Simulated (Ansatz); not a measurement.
Stepwise reaction of `BC#N` with hydrogen fluoride, as a gas-phase model of exchange steps in deposition or etching. ΔE in kJ/mol; ΔG adds harmonic PBE0-D4 terms to CCSD(T)/CBS, at 1 bar.

Computed with Ansatz on PBE0-D4/def2-TZVP structures; ΔE is electronic, products minus reactants. CBS: MP2 limit from def2 TZ/QZ plus the TZ coupled-cluster correction, frozen cores. This one scheme is used for every species. DFT in def2-TZVPP. B3LYP here is the variant with VWN-RPA as its local correlation; programs differ in this.

```json
{"step": "2", "reaction": "`N#CBF` + H–F → `N#CB(F)F` + H₂", "PBE-D4": "-128.1", "B3LYP-D4": "-129.7", "ωB97M-V": "-130.4", "CCSD(T)/CBS": "-122.7", "ΔG(500 K)": "-119.6"}
```

Give the row of step 1, `BC#N` + H–F → `N#CBF` + H₂. (An estimate is asked.)

Ansatz gave: 
| step | reaction | PBE-D4 | B3LYP-D4 | ωB97M-V | CCSD(T)/CBS | ΔG(500 K) |
| --- | --- | --- | --- | --- | --- | --- |
| 1 | `BC#N` + H–F → `N#CBF` + H₂ | -119.5 | -120.4 | -120.9 | -113.6 | -116.2 |

By hand: ΔE of the 2 steps together at CCSD(T)/CBS.

(-113.6) + (-122.7) = -236.3 kJ/mol, or -118.2 kJ/mol a step.

In ΔE each step is lower than the one before. All are downhill at CCSD(T)/CBS. ΔG lies between -119.6 and -116.2 kJ/mol a step. PBE-D4 differs from CCSD(T)/CBS by -5.9 to -5.4 kJ/mol a step. Isolated molecules leave out the surface, adducts and barriers. Largest T1 diagnostic: 0.015.
